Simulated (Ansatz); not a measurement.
`N#[C][GeH]([C]#N)[C]#N` + H₂ → `N#[C][GeH2][C]#N` + `C#N` at 600 K and 1 bar (hydrogenolysis of a Ge–C bond).

Computed with Ansatz on PBE0-D4/def2-TZVP structures; ΔE is electronic, products minus reactants. CCSD(T)/CBS is the MP2 limit (def2-TZVPP, def2-QZVPP) plus CCSD(T) − MP2 in def2-TZVPP, frozen cores. This one scheme is used for every species. For Ge outer-core shells are correlated without core-valence functions, which leaves a few kJ/mol of doubt a bond. Scalar relativity is left out up to krypton.

```
                 species  CCSD(T)/CBS energy (Eh)  H − E (kJ/mol)  S (J/(mol·K))
`N#[C][GeH]([C]#N)[C]#N`              -2354.91840           151.6          466.6
                      H₂                 -1.17544            43.9          150.8
      `N#[C][GeH2][C]#N`              -2262.78307           136.8          403.6
                   `C#N`                -93.32098            64.3          228.4
```

H − E and S are ideal-gas, rigid-rotor, harmonic terms from PBE0-D4/def2-TZVP. The MP2-based limit puts H₂ 0.8 mEh under its directly extrapolated value; such offsets cancel only in part. 1 Eh = 2625.50 kJ/mol, R = 8.31446 J/(mol·K).

**Question.** By hand: ΔE, ΔH, ΔS and ΔG.

**Answer.** ΔE = (-2262.78307) + (-93.32098) − (-2354.91840) − (-1.17544) = -0.01021 Eh = -26.8 kJ/mol. Δ(H − E) = 136.8 + 64.3 − 151.6 − 43.9 = 5.6, so ΔH = -21.2 kJ/mol. ΔS = 403.6 + 228.4 − 466.6 − 150.8 = 14.6 J/(mol·K). ΔG = -21.2 − 600 × (14.6)/1000 = -30.0 kJ/mol.

**Question.** By hand: the equilibrium constant, and the temperature at which ΔG would vanish if ΔH and ΔS stayed fixed.

**Answer.** log₁₀ K = −ΔG/(RT ln 10) = 2.6. ΔH and −TΔS have one sign here, so there is no such temperature.

TΔS isn't small against ΔH here. A doubt of 5 kJ/mol in ΔE shifts log₁₀ K by 0.4 here. These are equilibria of isolated gas molecules and say nothing of rates. Largest T1 diagnostic: 0.014 (customary marks: 0.02 for closed shells, 0.045 for open ones).
